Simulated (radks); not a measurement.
Values are calculated unless marked as measured or tabulated.
Problem. The thallium ion Tl12+ is in [Xe] 4f14 5d(3/2: 1, 5/2: 0). Code: a radial shooting solver on a logarithmic mesh with Libxc functionals. Model: Dirac Kohn-Sham, relativistic LDA (MacDonald-Vosko exchange, VWN5 correlation), spin-unpolarised, spherical densities, finite nucleus; Fermi nuclear charge, rms radius of each element as measured or else 0.836 A^(1/3) + 0.57 fm. Sub-shells are occupied by j as written (lower j first in brackets). One electron is removed from 5d3/2, 5p1/2, 4f7/2, 5p3/2 in turn, with full relaxation. Which removal costs least, and what does each cost?

Solution. 5d3/2 219.57 eV; 5p3/2 284.09 eV; 5p1/2 308.82 eV; 4f7/2 350.00 eV. The 5d3/2 electron leaves first.
